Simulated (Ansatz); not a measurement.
Consider the ligand exchange at the Al–Br bond: `[SiH3][O][AlH][Br]` + `O[SiH3]` → `[SiH3][O][AlH][O][SiH3]` + HBr.

Program: Ansatz. Geometries: PBE0-D4/def2-TZVP. ΔE: electronic, gas phase. CCSD(T)/CBS adds triple-zeta CCSD(T) − MP2 to the extrapolated MP2 energy (def2 sets, frozen cores). For Br outer-core shells are correlated without core-valence functions, which leaves a few kJ/mol of doubt a bond. Scalar relativity is left out up to krypton. One conformer a species, not always the lowest.

```json
{"species": "`[SiH3][O][AlH][Br]`", "HF/def2-TZVPP energy (Eh)": "-3180.69505"}
{"species": "`O[SiH3]`", "HF/def2-TZVPP energy (Eh)": "-366.21048"}
{"species": "`[SiH3][O][AlH][O][SiH3]`", "HF/def2-TZVPP energy (Eh)": "-973.90375"}
{"species": "HBr", "HF/def2-TZVPP energy (Eh)": "-2573.00153"}
```

(1) Work out ΔE.

(2) What do rigid-rotor, harmonic-oscillator terms from PBE0-D4/def2-TZVP frequencies (298.15 K, 1 bar) make of the CCSD(T)/CBS value? (An estimate is asked.)

Largest T1 diagnostic among the species: 0.012.

## Answers

(1) ΔE = (-973.90375) + (-2573.00153) − (-3180.69505) − (-366.21048) = 0.00025 Eh = +0.2 kcal/mol. CCSD(T)/CBS gives +0.5 kcal/mol.

(2) The calculation gave: ΔZPE = -2.3 kcal/mol, ΔH = -1.1 kcal/mol, ΔS = 1 J/(mol·K), ΔG = -1.2 kcal/mol. Modes under 50 cm⁻¹ make the entropy rough.

At CCSD(T), def2-SVP lies −2.6 kcal/mol from the extrapolated value and def2-TZVPP −1.1 kcal/mol. Leaving LDA and LC-ωPBE aside and taking each functional with its dispersion term where it has one, the values, not all of them listed here, spread over 3.7 kcal/mol, from CAM-B3LYP-D4 to HSE06-D4. LDA lies −1.3 kcal/mol from PBE without D4.
